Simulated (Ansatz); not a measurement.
The cluster Pb₃⁻, relaxed as a doublet with UKS PBE0-D4/def2-SVPD in Ansatz, starting from the GFN1-xTB geometry. Force threshold 0.02 eV/Å.

In the def2 sets Pb takes a core potential; there is no spin–orbit coupling. The structure comes from a short search, and lower isomers may exist.

Start:

```xyz
3

Pb    0.239   -2.016   -1.054
Pb   -0.909   -0.127    0.657
Pb    0.669    2.142    0.397
```

**Question.** Estimate the energy that the relaxation releases and the steps that it takes.

**Answer.** 0.87 eV, in 8 steps; 44 s on 4 threads of Arm Neoverse V2 on a shared host. No frequencies were taken in this run, so the end may be a saddle point.

**Question.** Does the start keep its bonding and symmetry?

**Answer.** Bonds formed: Pb1–Pb3 (atoms count from 1). Point group C2v at the start, C2v at the end, both within 0.05 Å.

**Question.** Predict the relaxed structure.

**Answer.** 
```xyz
3

Pb    0.511   -1.367   -0.987
Pb   -1.323   -0.195    0.952
Pb    0.813    1.562    0.036
```
Bond lengths (bridged metal pairs left out): 3 × Pb–Pb 2.91 to 3.12 Å.
